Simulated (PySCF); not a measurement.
Here is a job for PySCF.
```python
from pyscf import gto, scf, mp

mol = gto.M(
    atom='''
C    -0.009619    0.085584   -1.207927
Si    0.006934    0.023373    0.684427
H    -0.034321   -0.918997   -1.628565
H    -0.879928    0.618393   -1.581170
H     0.874747    0.582172   -1.597709
H    -1.215595   -0.536052    1.247971
H     1.215737   -0.586242    1.225054
''',
    basis='sto-3g',
    charge=0,
    spin=1,
    verbose=4,
)

mf = scf.UHF(mol)
mf.kernel()

pt = mp.MP2(mf)
pt.kernel()
print('E(MP2) = %.10f' % pt.e_tot)
```

Q: What number of basis functions does MP2/STO-3G (PySCF) give?

A: 19

Q: What is the computed SCF-reference <S^2> (MP2/STO-3G)?

A: 0.753

Q: What is the computed SCF-reference HOMO energy (MP2/STO-3G)?

A: -6.05 eV

Q: What SCF-reference Mulliken (on the basis functions themselves) charges in atom order does MP2/STO-3G give?

A: C1 -0.36, Si2 0.55, H3 0.05, H4 0.05, H5 0.05, H6 -0.17, H7 -0.17

Q: Predict the MP2 correlation energy from MP2/STO-3G.

A: -0.0876 Eh

Q: Predict the nuclear repulsion energy from MP2/STO-3G.

A: 55.6337 Eh

These values belong to the state on which the SCF converged, which isn't shown to be the lowest.
